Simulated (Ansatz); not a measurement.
`[AlH2][SiH2]O[SiH3]` + `O[SiH3]` → `[AlH2][O][SiH3]` + `[SiH3]O[SiH3]`  (cleavage of the Al–Si bond)

Isolated molecules relaxed with PBE0-D4/def2-TZVP in Ansatz; ΔE leaves out vibrations. CBS: MP2 limit from def2 TZ/QZ plus the TZ coupled-cluster correction, frozen cores. Functionals use def2-TZVPP. One conformer a species, not always the lowest.

| level | ΔE (kJ/mol) |
| --- | --- |
| r2SCAN-D4 | -172.5 |
| ωB97M-V | -178.9 |
| MP2/def2-TZVPP | -186.9 |
| SCS-MP2/def2-TZVPP | -189.1 |
| CCSD/def2-TZVPP | -179.0 |
| HF/def2-QZVPP | -199.7 |
| MP2/def2-QZVPP | -187.4 |
| CCSD/CBS(def2) | -178.4 |

(1) What does CCSD(T)/CBS give? (Estimate.)

Largest T1 diagnostic among the species: 0.012.

## Answers

(1) Computed: -175.5 kJ/mol. The listed levels differ from it by 3.0, -3.4, -11.4, -13.6, -3.5, -24.2, -11.9, -2.9 kJ/mol.

From PBE to PBE0 (25 % exact exchange), in def2-TZVPP and without D4, ΔE moves by −7.8 kJ/mol. In def2-TZVPP, CCSD(T) changes the Hartree–Fock value by +20.9 kJ/mol (the triples alone add +2.8 kJ/mol) and MP2 by +10.2 kJ/mol.
